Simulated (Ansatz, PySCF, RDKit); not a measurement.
Complex: CH3Cl (SMILES CCl) (first 5 atoms) with CH2O (SMILES C=O); geometry from B3LYP-D3(BJ)/def2-TZVP.
(charge 0, multiplicity 1):
```csv
atom,x (Å),y (Å),z (Å)
C,0.9799,0.4851,-0.2019
Cl,1.1656,-1.2502,0.2343
H,0.1670,0.5643,-0.9167
H,0.7555,1.0359,0.7065
H,1.9143,0.8208,-0.6403
C,0.5857,-0.3953,3.2316
O,0.4341,0.7853,3.0639
H,-0.2574,-1.1081,3.1795
H,1.5754,-0.8337,3.4543
```

Monomers are frozen at their geometry in the pair; levels with a basis set take the counterpoise correction.

Correlated levels freeze the cores.

Run with Ansatz (Gaussian basis) for Hartree–Fock, density functionals and correlated methods; PySCF for the dispersion terms; RDKit for the force fields. Each number belongs to the level named beside it.

Question: One of these levels gives -1.28 kcal/mol for the interaction energy. Which one is it?
A) HF/aug-cc-pV(D+d)Z
B) MMFF94
C) PBE0-D4/def2-TZVPPD
D) SCS-MP2/aug-cc-pV(D+d)Z

Answer: B, MMFF94. The others give -0.95 (HF/aug-cc-pV(D+d)Z), -3.50 (PBE0-D4/def2-TZVPPD), -2.14 (SCS-MP2/aug-cc-pV(D+d)Z)

Ansatz is a quantum-chemistry and plane-wave program.
